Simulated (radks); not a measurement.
Question: The table gives one normalised radial function P(r) = r R(r) of Cu+ in [Ar] 3d9 7d1 (r in bohr). Method: scalar-relativistic Kohn-Sham, PBE, spin-polarised, spherical densities, point nucleus; open shells are filled with parallel spins first; computed with a radial shooting solver on a logarithmic mesh with Libxc functionals.

| r | P |
|---|---|
| 0.006682 | 0.2086 |
| 0.009351 | 0.2664 |
| 0.01309 | 0.3279 |
| 0.01831 | 0.3816 |
| 0.02562 | 0.4059 |
| 0.03585 | 0.3677 |
| 0.05058 | 0.2234 |
| 0.07077 | -0.0422 |
| 0.09904 | -0.3901 |
| 0.1386 | -0.6697 |
| 0.1939 | -0.6388 |
| 0.2714 | -0.1329 |
| 0.3828 | 0.6949 |
| 0.5357 | 1.2703 |
| 0.7496 | 1.2136 |
| 1.049 | 0.7175 |
| 1.468 | 0.2599 |
| 2.054 | 0.0522 |
| 2.874 | 0.0048 |
| 4.054 | 0.0001 |
| 5.673 | 0.0000 |
| 7.939 | 0.0000 |
| 11.11 | 0.0000 |
| 15.54 | 0.0000 |
| 21.75 | 0.0000 |
| 30.68 | 0.0000 |
| 42.94 | 0.0000 |
| 60.08 | 0.0000 |

Which n and l does it have? It may be an empty orbital.

Answer: n = 3, l = 0: the number of nodes gives n - l - 1 = 2, the rise at small r (about r^(l+1)) gives l, and the extent must fit the shell. The curve is that of 3s up; the table hardly tells the two spins apart. 3s up: eigenvalue -139.28 eV, 2 radial nodes at r = 0.0677, 0.288 bohr, <r> = 0.710 bohr, 90 % of the charge inside 1.06 bohr.
